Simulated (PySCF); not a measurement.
Isomers of C6H10O2.

All values: B3LYP/def2-SVPD (PySCF) at GFN2-xTB geometries, gas phase, one conformer each. Core orbitals are frozen in the response; Δα² is half the sum of the squared differences of the principal polarisabilities.

Question: Rank by dipole moment, lowest first.
A. `[CH3:1][C@@H:2]1[CH2:3][O:4][CH2:5][CH2:6][C:7]1=[O:8]` with C1–C2–C3–O4 180°, C2–C3–O4–C5 62°, C3–O4–C5–C6 -61°, O4–C5–C6–C7 56°
B. `[CH3:1]/[CH:2]=[CH:3]/[CH2:4][O:5][C:6]([CH3:7])=[O:8]` with C2–C3–C4–O5 -5°, C3–C4–O5–C6 94°, C4–O5–C6–C7 180°
C. `[CH3:1][O:2][C@@H:3]1[CH:4]=[C:5]([CH3:6])[CH2:7][O:8]1` with C1–O2–C3–C4 -177°, O2–C3–C4–C5 -110°, C4–C5–C7–O8 -7°, C5–C7–O8–C3 13°, O2–C3–O8–C7 103°
D. `[CH3:1]/[CH:2]=[CH:3]\[CH2:4][O:5][C:6]([CH3:7])=[O:8]` with C2–C3–C4–O5 135°, C3–C4–O5–C6 90°, C4–O5–C6–C7 -178°

Answer: C (1.30 D), A (1.73 D), B (1.91 D), D (2.20 D).

Question: Rank by HOMO–LUMO gap, highest first.
A. `[CH2:1]=[CH:2][C@@H:3]([CH3:4])[O:5][C:6]([CH3:7])=[O:8]` with C1–C2–C3–C4 112°, C2–C3–O5–C6 151°, C3–O5–C6–C7 -179°
B. `[CH3:1][C@@H:2]1[CH2:3][O:4][CH2:5][CH2:6][C:7]1=[O:8]` with C1–C2–C3–O4 180°, C2–C3–O4–C5 62°, C3–O4–C5–C6 -61°, O4–C5–C6–C7 56°
C. `[CH3:1][O:2][CH2:3][C:4]1=[CH:5][CH2:6][O:7][CH2:8]1` with C1–O2–C3–C4 68°, O2–C3–C4–C5 -121°
D. `[CH3:1]/[CH:2]=[CH:3]\[CH2:4][O:5][C:6]([CH3:7])=[O:8]` with C2–C3–C4–O5 135°, C3–C4–O5–C6 90°, C4–O5–C6–C7 -178°

Answer: A (7.31 eV), D (7.08 eV), C (6.43 eV), B (6.06 eV).

Question: Rank by mean static polarisability, highest first.
A. `[CH3:1][O:2][CH2:3][C:4]1=[CH:5][CH2:6][O:7][CH2:8]1` with C1–O2–C3–C4 68°, O2–C3–C4–C5 -121°
B. `[CH3:1]/[CH:2]=[CH:3]/[CH2:4][O:5][C:6]([CH3:7])=[O:8]` with C2–C3–C4–O5 -5°, C3–C4–O5–C6 94°, C4–O5–C6–C7 180°
C. `[CH3:1]/[CH:2]=[CH:3]\[CH2:4][O:5][C:6]([CH3:7])=[O:8]` with C2–C3–C4–O5 135°, C3–C4–O5–C6 90°, C4–O5–C6–C7 -178°
D. `[CH3:1][C@@H:2]1[CH2:3][O:4][CH2:5][CH2:6][C:7]1=[O:8]` with C1–C2–C3–O4 180°, C2–C3–O4–C5 62°, C3–O4–C5–C6 -61°, O4–C5–C6–C7 56°

Answer: C (12.23 Å³), B (11.97 Å³), A (11.70 Å³), D (11.25 Å³).

All values together:

| SMILES | μ (D) | HOMO (eV) | LUMO (eV) | α (Å³) | Δα (Å³) |
| --- | --- | --- | --- | --- | --- |
| C/C=C\COC(C)=O | 2.20 | -7.17 | -0.09 | 12.23 | 6.44 |
| CO[C@@H]1C=C(C)CO1 | 1.30 | -7.07 | -0.02 | 11.85 | 4.95 |
| C=C[C@@H](C)OC(C)=O | 2.00 | -7.67 | -0.36 | 12.03 | 3.63 |
| COCC1=CCOC1 | 2.20 | -6.66 | -0.22 | 11.70 | 3.42 |
| C/C=C/COC(C)=O | 1.91 | -7.03 | -0.05 | 11.97 | 2.98 |
| C[C@@H]1COCCC1=O | 1.73 | -7.03 | -0.97 | 11.25 | 2.70 |

Conformers: `[CH3:1]/[CH:2]=[CH:3]\[CH2:4][O:5][C:6]([CH3:7])=[O:8]` with C2–C3–C4–O5 135°, C3–C4–O5–C6 90°, C4–O5–C6–C7 -178°; `[CH3:1][O:2][C@@H:3]1[CH:4]=[C:5]([CH3:6])[CH2:7][O:8]1` with C1–O2–C3–C4 -177°, O2–C3–C4–C5 -110°, C4–C5–C7–O8 -7°, C5–C7–O8–C3 13°, O2–C3–O8–C7 103°; `[CH2:1]=[CH:2][C@@H:3]([CH3:4])[O:5][C:6]([CH3:7])=[O:8]` with C1–C2–C3–C4 112°, C2–C3–O5–C6 151°, C3–O5–C6–C7 -179°; `[CH3:1][O:2][CH2:3][C:4]1=[CH:5][CH2:6][O:7][CH2:8]1` with C1–O2–C3–C4 68°, O2–C3–C4–C5 -121°; `[CH3:1]/[CH:2]=[CH:3]/[CH2:4][O:5][C:6]([CH3:7])=[O:8]` with C2–C3–C4–O5 -5°, C3–C4–O5–C6 94°, C4–O5–C6–C7 180°; `[CH3:1][C@@H:2]1[CH2:3][O:4][CH2:5][CH2:6][C:7]1=[O:8]` with C1–C2–C3–O4 180°, C2–C3–O4–C5 62°, C3–O4–C5–C6 -61°, O4–C5–C6–C7 56°.
